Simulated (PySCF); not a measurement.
Harmonic spectrum computed at PBE0 in the def2-TZVP basis family (core potentials from Rb on, PySCF, no spin–orbit coupling):

```json
{"ω (cm⁻¹)": "270", "IR (km/mol)": "21.2"}
{"ω (cm⁻¹)": "670", "IR (km/mol)": "183"}
{"ω (cm⁻¹)": "1157", "IR (km/mol)": "162"}
```

**Question.** Which molecule gave it? In each, all ligands are bound to the one heavy central atom.
A. FTiN (singlet)
B. FMoN (triplet)
C. FZrN (singlet)
D. FTeN (singlet)
E. FTcN (quartet)

**Answer.** A. It has Cs symmetry with Ti–F 1.833 Å, Ti–N 1.553 Å.
